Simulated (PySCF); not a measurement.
A calculated (MN15, PySCF 2.14, aug-cc-pVTZ-DK3, the spin-free X2C one-electron Hamiltonian (Gaussian nucleus)) atom or ion has these occupied shells.

```json
{"shell": "1s α", "electrons": "1", "orbital energy (eV)": "-85475.3", "rms radius, mean of both spins (bohr)": "0.0183"}
{"shell": "1s β", "electrons": "1", "orbital energy (eV)": "-85475.3", "rms radius, mean of both spins (bohr)": "0.0183"}
{"shell": "2s α", "electrons": "1", "orbital energy (eV)": "-15131.2", "rms radius, mean of both spins (bohr)": "0.0743"}
{"shell": "2s β", "electrons": "1", "orbital energy (eV)": "-15131.1", "rms radius, mean of both spins (bohr)": "0.0743"}
{"shell": "2p α", "electrons": "3", "orbital energy (eV)": "-13121.8", "rms radius, mean of both spins (bohr)": "0.0682"}
{"shell": "2p β", "electrons": "3", "orbital energy (eV)": "-13121.8", "rms radius, mean of both spins (bohr)": "0.0682"}
{"shell": "3s α", "electrons": "1", "orbital energy (eV)": "-3600.0", "rms radius, mean of both spins (bohr)": "0.190"}
{"shell": "3s β", "electrons": "1", "orbital energy (eV)": "-3600.0", "rms radius, mean of both spins (bohr)": "0.190"}
{"shell": "3p α", "electrons": "3", "orbital energy (eV)": "-3027.6", "rms radius, mean of both spins (bohr)": "0.192"}
{"shell": "3p β", "electrons": "3", "orbital energy (eV)": "-3027.6", "rms radius, mean of both spins (bohr)": "0.192"}
{"shell": "3d β", "electrons": "5", "orbital energy (eV)": "-2394.9", "rms radius, mean of both spins (bohr)": "0.176"}
{"shell": "3d α", "electrons": "5", "orbital energy (eV)": "-2394.9", "rms radius, mean of both spins (bohr)": "0.176"}
{"shell": "4s α", "electrons": "1", "orbital energy (eV)": "-805.95", "rms radius, mean of both spins (bohr)": "0.420"}
{"shell": "4s β", "electrons": "1", "orbital energy (eV)": "-805.94", "rms radius, mean of both spins (bohr)": "0.420"}
{"shell": "4p α", "electrons": "3", "orbital energy (eV)": "-619.19", "rms radius, mean of both spins (bohr)": "0.447"}
{"shell": "4p β", "electrons": "3", "orbital energy (eV)": "-619.17", "rms radius, mean of both spins (bohr)": "0.447"}
{"shell": "4d α", "electrons": "5", "orbital energy (eV)": "-391.24", "rms radius, mean of both spins (bohr)": "0.475"}
{"shell": "4d β", "electrons": "5", "orbital energy (eV)": "-391.24", "rms radius, mean of both spins (bohr)": "0.475"}
{"shell": "5s α", "electrons": "1", "orbital energy (eV)": "-154.79", "rms radius, mean of both spins (bohr)": "0.934"}
{"shell": "5s β", "electrons": "1", "orbital energy (eV)": "-154.75", "rms radius, mean of both spins (bohr)": "0.934"}
{"shell": "4f α", "electrons": "7", "orbital energy (eV)": "-137.29", "rms radius, mean of both spins (bohr)": "0.510"}
{"shell": "4f β", "electrons": "7", "orbital energy (eV)": "-137.29", "rms radius, mean of both spins (bohr)": "0.510"}
{"shell": "5p α", "electrons": "3", "orbital energy (eV)": "-100.30", "rms radius, mean of both spins (bohr)": "1.07"}
{"shell": "5p β", "electrons": "3", "orbital energy (eV)": "-100.22", "rms radius, mean of both spins (bohr)": "1.07"}
{"shell": "5d α", "electrons": "5", "orbital energy (eV)": "-37.683", "rms radius, mean of both spins (bohr)": "1.46"}
{"shell": "5d β", "electrons": "5", "orbital energy (eV)": "-37.508", "rms radius, mean of both spins (bohr)": "1.46"}
{"shell": "6p α", "electrons": "1", "orbital energy (eV)": "-18.816", "rms radius, mean of both spins (bohr)": "3.04"}
```

Task: Name the element and its charge.

Result: Tl(2+) (thallium, charge +2), in [Xe] 4f14 5d10 6p1, 2P determinant (an excited configuration).
